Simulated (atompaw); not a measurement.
u(r) = r·R(r): atom against pseudo-atom (helium (He))

Columns: radius, all-electron u(r) and pseudo u(r) of the 1s shell (level -15.52 eV) of helium in the configuration 1s2; LDA (PW92), scalar-relativistic, PAW (atompaw) scheme, atompaw 4.2.0.5.

```tsv
r (bohr)	all-electron	pseudo
0.017	0.0774	0.0607
0.035	0.1537	0.1245
0.052	0.2207	0.1839
0.069	0.2831	0.2420
0.087	0.3445	0.3018
0.104	0.3982	0.3563
0.121	0.4481	0.4084
0.138	0.4943	0.4580
0.156	0.5395	0.5076
0.173	0.5788	0.5515
0.190	0.6151	0.5923
0.208	0.6504	0.6322
0.225	0.6809	0.6667
0.242	0.7089	0.6982
0.260	0.7360	0.7283
0.277	0.7592	0.7539
0.294	0.7804	0.7769
0.312	0.8006	0.7985
0.329	0.8178	0.8166
0.346	0.8332	0.8326
0.363	0.8470	0.8467
0.381	0.8599	0.8599
0.398	0.8707	0.8706
0.415	0.8800	0.8800
0.433	0.8886	0.8886
0.450	0.8954	0.8954
```

**Question.** How many radial nodes do the two functions have?

**Answer.** The all-electron 1s function has n − l − 1 = 0; the pseudo-wave has 0.

**Question.** Is the pseudo-wave norm-conserving?

**Answer.** No, it belongs to a PAW set: the norm inside the radius is not constrained, and the difference is carried by the augmentation charge.
